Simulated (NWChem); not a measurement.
Everything below was run with NWChem. System: silene (CH4Si), charge 0, spin multiplicity 1, at a geometry optimised with PBE/def2-SVP. Level: MP2/def2-TZVP, 6 core orbitals frozen.

Job file:

```
start mol
memory heap 200 mb stack 900 mb global 1100 mb
geometry units angstroms nocenter noautoz
  C      0.000000     0.000000    -1.166452
  Si     0.000000     0.000000     0.555480
  H      0.933728     0.000000    -1.750482
  H     -0.933728     0.000000    -1.750482
  H     -1.260362     0.000000     1.361475
  H      1.260362     0.000000     1.361475
  symmetry group C2v
end
basis spherical
  * library def2-tzvp
end
scf
  rhf
  nopen 0
  maxiter 100
  thresh 1e-7
  semidirect memsize 60000000 filesize 0
end
mp2
  freeze core 6
end
task mp2 energy
```

Part of the output:

```
             Northwest Computational Chemistry Package (NWChem) 7.3.0
             --------------------------------------------------------

                                NWChem Input Module
                                -------------------

 Scaling coordinates for geometry "geometry" by  1.889725989
 (inverse scale =  0.529177249)

 Turning off AUTOSYM since
 SYMMETRY directive was detected!

                             Geometry "geometry" -> ""
                             -------------------------

 Output coordinates in angstroms (scale by  1.889725989 to convert to a.u.)

  No.       Tag          Charge          X              Y              Z
 ---- ---------------- ---------- -------------- -------------- --------------
    1 C                    6.0000     0.00000000     0.00000000    -1.16645200
    2 Si                  14.0000     0.00000000     0.00000000     0.55548000
    3 H                    1.0000     0.93372800     0.00000000    -1.75048200
    4 H                    1.0000    -0.93372800     0.00000000    -1.75048200
    5 H                    1.0000    -1.26036200     0.00000000     1.36147500
    6 H                    1.0000     1.26036200     0.00000000     1.36147500

 Effective nuclear repulsion energy (a.u.)      50.7978319522

            Nuclear Dipole moment (a.u.)
            ----------------------------
        X                 Y               Z
 ---------------- ---------------- ----------------
     0.0000000000     0.0000000000    -0.0000113384

      Symmetry information
      --------------------

 Group name             C2v
 Group number             16
 Group order               4
 No. of unique centers     4

      Symmetry unique atoms

     1    2    3    5


 Summary of "ao basis" -> "" (spherical)
 ------------------------------------------------------------------------------
       Tag                 Description            Shells   Functions and Types
 ---------------- ------------------------------  ------  ---------------------
 *                         def2-tzvp                  on all atoms

 Summary of "ao basis" -> "ao basis" (spherical)
 ------------------------------------------------------------------------------
       Tag                 Description            Shells   Functions and Types
 ---------------- ------------------------------  ------  ---------------------
 C                         def2-tzvp                11       31   5s3p2d1f
 Si                        def2-tzvp                13       37   5s5p2d1f
 H                         def2-tzvp                 4        6   3s1p

                                 NWChem SCF Module
                                 -----------------

  ao basis        = "ao basis"
  functions       =    92
  atoms           =     6
  closed shells   =    12
  open shells     =     0
  charge          =   0.00
  wavefunction    = RHF
  use symmetry    = T
  symmetry adapt  = T

 Summary of "ao basis" -> "ao basis" (spherical)
 ------------------------------------------------------------------------------
       Tag                 Description            Shells   Functions and Types
 ---------------- ------------------------------  ------  ---------------------
 C                         def2-tzvp                11       31   5s3p2d1f
 Si                        def2-tzvp                13       37   5s5p2d1f
 H                         def2-tzvp                 4        6   3s1p

      Symmetry analysis of basis
      --------------------------

        a1         40
        a2          8
        b1         26
        b2         18

 Forming initial guess at       0.0s

      Superposition of Atomic Density Guess
      -------------------------------------

 Sum of atomic energies:        -328.50597550

      Non-variational initial energy
      ------------------------------

 Total energy =    -329.211199
 1-e energy   =    -553.313490
 2-e energy   =     173.304459
 HOMO         =      -0.267163
 LUMO         =      -0.028147

      Symmetry analysis of molecular orbitals - initial
      -------------------------------------------------

  Numbering of irreducible representations:

     1 a1          2 a2          3 b1          4 b2

  Orbital symmetries:

     1 a1          2 a1          3 a1          4 a1          5 b1
     6 b2          7 a1          8 a1          9 b1         10 a1
    11 b1         12 b2         13 b2         14 a1         15 a1
    16 b1         17 b1         18 a1         19 a1         20 b1
    21 b2         22 a1

 Starting SCF solution at       0.5s

 ----------------------------------------------
         Quadratically convergent ROHF

 Convergence threshold     :          1.000E-07
 Maximum no. of iterations :          100
 Final Fock-matrix accuracy:          1.000E-09
 ----------------------------------------------

              iter       energy          gnorm     gmax       time
             ----- ------------------- --------- --------- --------
                 1     -329.0391446888  6.67D-01  1.82D-01      0.5
                 2     -329.0749793651  2.48D-01  6.01D-02      0.5
                 3     -329.0826546609  1.78D-02  7.54D-03      0.6
                 4     -329.0827319722  2.08D-04  7.02D-05      0.7
                 5     -329.0827319809  3.40D-08  8.50D-09      0.8

       Final RHF  results
       ------------------

         Total SCF energy =   -329.082731980911
      One-electron energy =   -555.141753418360
      Two-electron energy =    175.261189485285
 Nuclear repulsion energy =     50.797831952163

        Time for solution =      0.4s

       Symmetry analysis of molecular orbitals - final
       -----------------------------------------------

  Numbering of irreducible representations:

     1 a1          2 a2          3 b1          4 b2

  Orbital symmetries:

     1 a1          2 a1          3 a1          4 b2          5 b1
     6 a1          7 a1          8 a1          9 b1         10 a1
    11 b1         12 b2         13 b2         14 a1         15 a1
    16 b1         17 b1         18 a1         19 a1         20 b1
    21 b2         22 a1

             Final eigenvalues
             -----------------

              1
    1  -68.7822
    2  -11.2209
    3   -6.1336
    4   -4.2406
    5   -4.2387
    6   -4.2384
    7   -0.9033
    8   -0.6788
    9   -0.5700
   10   -0.4973
   11   -0.4933
   12   -0.3125
   13    0.0696
   14    0.1291
   15    0.1528
   16    0.1941
   17    0.2036
   18    0.2114
   19    0.2648
   20    0.2890
   21    0.3067
   22    0.3357

                       ROHF Final Molecular Orbital Analysis
                       -------------------------------------

 Vector   10  Occ=2.000000D+00  E=-4.972818D-01  Symmetry=a1
              MO Center=  9.3D-15,  1.9D-16, -3.3D-01, r^2= 2.5D+00
   Bfn.  Coefficient  Atom+Function         Bfn.  Coefficient  Atom+Function
  ----- ------------  ---------------      ----- ------------  ---------------
     8      0.289450  1 C  pz                48     -0.280746  2 Si pz
    11      0.239569  1 C  pz

 Vector   11  Occ=2.000000D+00  E=-4.933318D-01  Symmetry=b1
              MO Center= -3.6D-15,  1.4D-17,  8.4D-01, r^2= 2.8D+00
   Bfn.  Coefficient  Atom+Function         Bfn.  Coefficient  Atom+Function
  ----- ------------  ---------------      ----- ------------  ---------------
    46      0.278106  2 Si px                82     -0.219401  5 H  s
    88      0.219401  6 H  s

 Vector   12  Occ=2.000000D+00  E=-3.124964D-01  Symmetry=b2
              MO Center=  2.1D-16, -1.2D-15, -5.5D-01, r^2= 2.2D+00
   Bfn.  Coefficient  Atom+Function         Bfn.  Coefficient  Atom+Function
  ----- ------------  ---------------      ----- ------------  ---------------
    47      0.285936  2 Si py                10      0.280909  1 C  py
     7      0.275528  1 C  py                13      0.236796  1 C  py
    50      0.199600  2 Si py

 Vector   13  Occ=0.000000D+00  E= 6.957230D-02  Symmetry=b2
              MO Center=  2.2D-16,  6.6D-16,  3.6D-01, r^2= 4.4D+00
   Bfn.  Coefficient  Atom+Function         Bfn.  Coefficient  Atom+Function
  ----- ------------  ---------------      ----- ------------  ---------------
    50      0.854031  2 Si py                13     -0.570396  1 C  py
     7     -0.215241  1 C  py                47      0.190258  2 Si py
    10     -0.156842  1 C  py

 Vector   14  Occ=0.000000D+00  E= 1.290679D-01  Symmetry=a1
              MO Center=  1.9D-15, -6.0D-17,  7.3D-01, r^2= 7.7D+00
   Bfn.  Coefficient  Atom+Function         Bfn.  Coefficient  Atom+Function
  ----- ------------  ---------------      ----- ------------  ---------------
     5      4.494864  1 C  s                 36     -2.908246  2 Si s
    51      2.724850  2 Si pz                14      1.118901  1 C  pz
    71     -0.650261  3 H  s                 77     -0.650261  4 H  s
    48      0.443391  2 Si pz                59     -0.355842  2 Si d  0
    83     -0.318613  5 H  s                 89     -0.318613  6 H  s

 Vector   15  Occ=0.000000D+00  E= 1.528335D-01  Symmetry=a1
              MO Center= -4.7D-15,  8.7D-16,  1.1D+00, r^2= 4.9D+00
   Bfn.  Coefficient  Atom+Function         Bfn.  Coefficient  Atom+Function
  ----- ------------  ---------------      ----- ------------  ---------------
    36      3.063405  2 Si s                 83     -1.493987  5 H  s
    89     -1.493987  6 H  s                 14     -0.801765  1 C  pz
    51      0.448078  2 Si pz                71     -0.389251  3 H  s
    77     -0.389251  4 H  s                  4     -0.372491  1 C  s
    34     -0.191866  2 Si s

 center of mass
 --------------
 x =   0.00000000 y =   0.00000000 z =   0.03259593

 moments of inertia (a.u.)
 ------------------
         124.484810468857           0.000000000000           0.000000000000
           0.000000000000         142.194523086411           0.000000000000
           0.000000000000           0.000000000000          17.709712617555

  Mulliken analysis of the total density
  --------------------------------------

    Atom       Charge   Shell Charges
 -----------   ------   -------------------------------------------------------
    1 C    6     6.57   0.85  1.12  0.49  0.67  0.14  1.18  1.41  0.66  0.01  0.02  0.00
    2 Si  14    13.69   2.00  0.58  1.39  0.81  0.41  4.12  1.73  0.53  1.37  0.44  0.12  0.16  0.03
    3 H    1     0.85   0.25  0.48  0.09  0.02
    4 H    1     0.85   0.25  0.48  0.09  0.02
    5 H    1     1.02   0.23  0.55  0.23  0.01
    6 H    1     1.02   0.23  0.55  0.23  0.01

       Multipole analysis of the density wrt the origin
       ------------------------------------------------

     L   x y z        total         open         nuclear
     -   - - -        -----         ----         -------
     0   0 0 0     -0.000000      0.000000     24.000000

     1   1 0 0     -0.000000      0.000000      0.000000
     1   0 1 0      0.000000      0.000000      0.000000
     1   0 0 1      0.440709      0.000000     -0.000011

     2   2 0 0    -15.542003      0.000000     17.572210
     2   1 1 0      0.000000      0.000000      0.000000
     2   1 0 1      0.000000      0.000000      0.000000
     2   0 2 0    -17.444945      0.000000      0.000000
     2   0 1 1     -0.000000      0.000000      0.000000
     2   0 0 2    -15.377218      0.000000     79.702859

                   NWChem MP2 Semi-direct Energy/Gradient Module
                   ---------------------------------------------

  Basis functions       =     92
  Molecular orbitals    =     92
  Frozen core           =      6
  Frozen virtuals       =      0
  Active alpha occupied =      6
  Active beta occupied  =      6
  Active alpha virtual  =     80
  Active beta virtual   =     80
  Use MO symmetry       = T
  Use skeleton AO sym   = T

  AO/Fock/Back tols     =   1.0D-09  1.0D-09  1.0D-09

 GA uses MA = F    GA memory limited = T

 Available:
  local mem=  1.26D+08
 global mem=  1.44D+08
 local disk=  0.00D+00
  mp2_memr nvloc                    80
  nvloc new                    80
   1 passes of   6:        5242880                      41256                   6953816.
   1 passes of   6: M    126149726           G      144162272           F     120906846.

 Semi-direct pass number   1 of   1  for RHF alpha+beta  at        0.9s
  vrange nnbf                  4252
  mp2_eaftype                    26  avail_ma_in_mb                  1099
 EAF : mp2_eaftype filesize          26    3476908.
  mp2_eaf for mointskh                     26
Node 0 wrote     16.3 Mb in      0.0 s     Agg I/O rate:  2125.5 Mb/s
 Done moints_semi at        2.5s
  mp2_eaftype                    26  avail_ma_in_mb                  1073
 EAF : mp2_eaftype filesize          26    3476908.
  mp2_eaf for kh                    26
 Done maket at        2.5s
 Done multipass loop at        2.5s

          -------------------------------------------
          SCF energy                -329.082731980911
          Correlation energy          -0.284452548900
          Singlet pairs               -0.200293925204
          Triplet pairs               -0.084158623696
          Total MP2 energy          -329.367184529812
          -------------------------------------------

          ---------------------------------------------------
                    Spin Component Scaled (SCS) MP2
          Same spin pairs                     -0.056105749131
          Same spin scaling factor             0.333333333333
          Opposite spin pairs                 -0.228346799770
          Opposite spin scaling fact.          1.200000000000
          SCS-MP2 correlation energy          -0.292718076100
          Total SCS-MP2 energy              -329.375450057012
          ---------------------------------------------------

 -----------------------
 Performance information
 -----------------------

 Timer overhead =  9.66D-08 seconds/call

               Nr. of calls         CPU time (s)                 Wall time (s)                GFlops
             ---------------    -------------------     ------------------------------   -------------------
Name         Min   Avg   Max    Min     Avg     Max     Min     Avg     Max   Mx/calls   Min     Max     Sum
mp2: moin     1     1     1    1.6     1.6     1.6      1.6     1.6     1.6     1.6      0.0     0.0     0.0
mp2: make     1     1     1   4.55E-2 4.55E-2 4.55E-2  4.55E-2 4.55E-2 4.55E-2 4.55E-2   0.0     0.0     0.0
mp2: tota     1     1     1    1.7     1.7     1.7      1.7     1.7     1.7     1.7      0.0     0.0     0.0

 The average no. of pstat calls per process was 3.00D+00
 with a timing overhead of 2.90D-07s

 Task  times  cpu:        2.5s     wall:        2.5s

 Total times  cpu:        2.5s     wall:        2.5s
```
